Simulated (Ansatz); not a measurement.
Calculated with Ansatz (gas phase, PBE0-D4/def2-TZVP geometries, no zero-point term in ΔE). CCSD(T)/CBS adds triple-zeta CCSD(T) − MP2 to the extrapolated MP2 energy (def2 sets, frozen cores). This one scheme is used for every species. DFT in def2-TZVPP. HSE06 is defined as in plane-wave codes. Each species was taken in one conformer, which may not be the lowest.

Consider the formal exchange of groups at a C–S bond: `N=C(F)S[SiH2]N` + CH₃OH → `N=C(F)CO` + `N[SiH2]S`.

| level | ΔE (kJ/mol) |
| --- | --- |
| HSE06-D4 | -26.1 |
| ωB97M-V | -29.1 |
| BLYP | -19.0 |
| HSE06 | -28.3 |
| CAM-B3LYP | -31.3 |
| CCSD(T)/def2-SVP | -32.1 |
| SCS-MP2/def2-TZVPP | -26.3 |
| SCS-MP2/def2-QZVPP | -25.8 |

(1) What does CCSD(T)/CBS give? (Estimate.)

Largest T1 diagnostic among the species: 0.013.

## Answers

(1) Ansatz gave: -29.1 kJ/mol. The listed levels differ from it by 3.0, 0.0, 10.1, 0.8, -2.2, -3.0, 2.8, 3.3 kJ/mol.

At CCSD(T), def2-SVP lies −3.0 kJ/mol from the extrapolated value and def2-TZVPP −1.4 kJ/mol. Leaving LDA and LC-ωPBE aside and taking each functional with its dispersion term where it has one, the values, not all of them listed here, spread over 16.2 kJ/mol, from PBE-QIDH to BLYP-D4. LDA lies −7.4 kJ/mol from PBE without D4.
